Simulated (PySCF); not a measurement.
CuF, SMILES [F][Cu], multiplicity 1. The structure is a stationary point at PBE0-D3(BJ)/def2-TZVPD. The multiplicity is an assumed one; other spin states were not compared.

Level of theory: PySCF with PBE0-D3(BJ)/def2-TZVPD.

Harmonic wavenumbers (cm⁻¹): 593. Rotational constants (GHz): 11.10 (linear); symmetry number 1.

**Question.** Work out the zero-point energy and the ideal-gas rigid-rotor harmonic-oscillator thermochemistry at 298.15 K and 1 atm.

**Answer.** ZPE = ½ Σ hcν = ½ × 593 cm⁻¹ = 0.85 kcal/mol. H − E(el) = 3.02 kcal/mol. Entropy in cal/(mol K): translation 39.15, rotation 14.56, vibration 0.46, total 54.17. G − E(el) = -13.13 kcal/mol. Cp = 8.00 cal/(mol K).
